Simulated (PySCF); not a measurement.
# 2-Methylpyridine: calculation and literature

Mapped SMILES: `[CH3:1][c:2]1[cH:3][cH:4][cH:5][cH:6][n:7]1`. Each H is labelled by its parent atom.

Rapidly exchanging positions averaged, relativity neglected, one conformer, isolated molecule. Shielding tensors at B97-2/pcSseg-2 (GIAO); geometry: PBE0-D3(BJ)/def2-TZVP; PySCF.

Reference values: estimated from measurements, as parent shift plus tabulated substituent increment (solution, not stated per compound (mostly CDCl3 or CCl4); Pretsch, Buehlmann, Badertscher, Structure Determination of Organic Compounds, 4th ed. (2009)).
```tsv
atoms	quantity	reference	computed	computed, scaled
C2	δ ¹³C	158.4	168.1	160.1
C6	δ ¹³C	149.1	157.5	149.9
C4	δ ¹³C	136.2	141.9	134.8
C3	δ ¹³C	123.2	128.5	121.9
C5	δ ¹³C	120.7	125.7	119.3
H(C6)	δ ¹H	8.48	8.79	8.39
H(C4)	δ ¹H	7.54	7.73	7.39
H(C3)	δ ¹H	7.14	7.37	7.06
H(C5)	δ ¹H	7.10	7.18	6.88
```

Computed shifts are σ(ref) − σ with the named reference compound (TMS for H and C) calculated as an isolated molecule at the same level. The measured values may be among those fitted. Shieldings were converted by linear fits to measured shifts (mostly CDCl3, TMS scale, for H and C): ¹³C (scatter 2.0 ppm rms, 2.1 ppm with the 1 outlier that the fit left out); ¹H (scatter 0.14 ppm rms, 0.16 ppm with the 4 outliers that the fit left out). Occasional misses reach two or three times the rms, and more in compound classes unlike the fitted ones.

Question: How far are the unscaled ¹³C shifts from the references?

Answer: Mean signed difference +6.82 ppm, mean absolute 6.82 ppm over 5 comparisons; the largest is +9.7 ppm at C2 (substituted aromatic carbon next to a ring nitrogen).

Question: How far are the unscaled ¹H shifts from the references?

Answer: Mean signed difference +0.20 ppm, mean absolute 0.20 ppm over 4 comparisons; the largest is +0.31 ppm at H(C6) (hydrogen on an aromatic CH next to a ring nitrogen).
